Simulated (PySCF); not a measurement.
# How methods differ on the ionisation energy of Kr⁺

Kr⁺ [Ar] 3d10 4s2 4p5 (2P) → Kr²⁺ [Ar] 3d10 4s2 4p4 (3P), as a difference of total energies. All numbers are calculated (PySCF 2.14, the non-relativistic Hamiltonian (point nucleus), in 6-31G*). Correlated levels: valence: [Ar] 3d10 frozen. The calculations carry no spin-orbit coupling.

```json
{"method": "UHF", "ionisation energy (eV)": "23.263"}
{"method": "PBE0", "ionisation energy (eV)": "24.405"}
{"method": "TPSS", "ionisation energy (eV)": "24.427"}
{"method": "MP2 (valence)", "ionisation energy (eV)": "23.774"}
{"method": "SCS-MP2 (valence)", "ionisation energy (eV)": "23.746"}
{"method": "CCSD (valence)", "ionisation energy (eV)": "23.728"}
{"method": "CCSD(T) (valence)", "ionisation energy (eV)": "23.734"}
```

Q: How much does correlation contribute at CCSD(T) (valence)?

A: 23.734 − (23.263) = 0.471 eV, measured against UHF.

These non-relativistic numbers lack the scalar-relativistic shift.

The reference lies between the lowest fine-structure levels, while these numbers refer to the centres of the terms.

Errors of the correlated levels include the incompleteness of this basis and the frozen core.

For comparison: 24.360 eV (measured; NIST Atomic Spectra Database, ionization energies).
